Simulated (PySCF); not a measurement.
**Exercise with solution: oscillator strength and radiative lifetime**

silyloxysilylformaldehyde (CH6O2Si2), SMILES O=C[SiH2]O[SiH3].

The structure is a stationary point at B3LYP-D3(BJ)/def2-SVP. Other conformers were not sampled.

PySCF with TDA-PBE0/def2-SVPD puts the first singlet state with f over 0.02 at 6.63 eV (vertical), with the transition dipole (-0.346, -0.236, 0.000) in atomic units.

Problem. Find the oscillator strength, the wavelength and the radiative lifetime that this transition would have in vacuum if emission retraced absorption.

Solution. 
|μ|² = 0.1754 au, so |μ| = 1.06 D. ΔE = 6.63/27.211 = 0.2436 hartree. f = (2/3) ΔE |μ|² = 0.028 (the program prints 0.028).
λ = 1239.84/6.63 = 187 nm; ν = 53475 cm⁻¹.
Einstein's coefficient A = 0.6670 ν² f s⁻¹ (ν in cm⁻¹) = 5.4e7 s⁻¹, so τ = 1/A = 18 ns. This state is S5; the lower singlets have f = 0.001, 0.000, 0.012, 0.000. The figure is the radiative limit of this one transition; relaxation, internal conversion, crossing to triplets and a medium change what is measured.
